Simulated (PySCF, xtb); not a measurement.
C₆H₁₀, SMILES CC1=CCCC1. The values are those of a single conformer.

Harmonic wavenumbers (cm⁻¹) from GFN2-xTB (xtb) at its own minimum, in rising order: 112, 129, 232, 315, 418, 578, 654, 784, 832, 890, 918, 971, 985, 997, 1040, 1076, 1101, 1119, 1171, 1197, 1222, 1253, 1294, 1306, 1329, 1402, 1474, 1479, 1481, 1484, 1500, 1740, 2932, 2936, 2976, 2981, 2991, 2994, 3009, 3011, 3043, 3112.

Task: What does PBE-D3(BJ)/def2-SVP (PySCF) give at its own minimum? (The exact figures need the calculation; the answer reports its results.)

Result: 148, 176, 237, 316, 428, 564, 630, 778, 808, 854, 875, 903, 922, 974, 986, 1019, 1037, 1101, 1139, 1176, 1208, 1222, 1272, 1280, 1312, 1349, 1397, 1399, 1403, 1407, 1424, 1681, 2932, 2933, 2950, 2984, 2995, 3002, 3013, 3048, 3067, 3116. Paired by order, the mean absolute difference is 33 cm⁻¹ and the zero-point energies are 89.3 and 87.9 kcal/mol.
